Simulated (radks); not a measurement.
All-electron atom: Hg LXX in [Ne] 3s1.

Method: scalar-relativistic Kohn-Sham, exchange-only LDA, spin-polarised, spherical densities, point nucleus; open shells are filled with parallel spins first (spin-orbit coupling, left out, can overturn this in heavy ions); computed with a radial shooting solver on a logarithmic mesh with Libxc functionals.

Energy parts (eV):
part                  energy
total             -366386.66
kinetic            426978.02
electron-nucleus  -815591.65
Hartree             26117.76
exchange            -3890.80

Orbitals (lengths in bohr, moments of r in powers of bohr):
orbital,occ.,eigenvalue (eV),<r>,<1/r>
1s up,1,-89478.87,0.01658,97.64
1s down,1,-89473.03,0.01658,97.64
2s up,1,-20740.27,0.06899,23.23
2s down,1,-20734.29,0.06897,23.24
2p up,3,-18762.55,0.06218,20.57
2p down,3,-18757.10,0.06216,20.57
3s up,1,-8580.449,0.1652,9.475
3s down,0,-8541.955,0.1651,9.488
3p up,0,-8001.644,0.1629,8.699
3p down,0,-7964.502,0.1628,8.713
4s up,0,-4628.620,0.3046,5.088
4s down,0,-4608.809,0.3056,5.066

The highest occupied level is 3s up at -8580.4 eV. Spin moment in Bohr magnetons: 1. Summed over all electrons, <r^2> = 0.07141 bohr^2, which gives a Langevin (diamagnetic) susceptibility term of -0.0566 x 10^-6 cm^3/mol. For comparison, the ionisation energy in NIST's Atomic Spectra Database is 8620 eV (theoretical). In exact Kohn-Sham theory the highest level is minus the ionisation energy, but local and semilocal functionals leave it too shallow, through self-interaction and a potential that decays too fast; potentials with the right tail come closer. The density falls to 0.001 e/bohr^3 at r = 0.46 bohr.
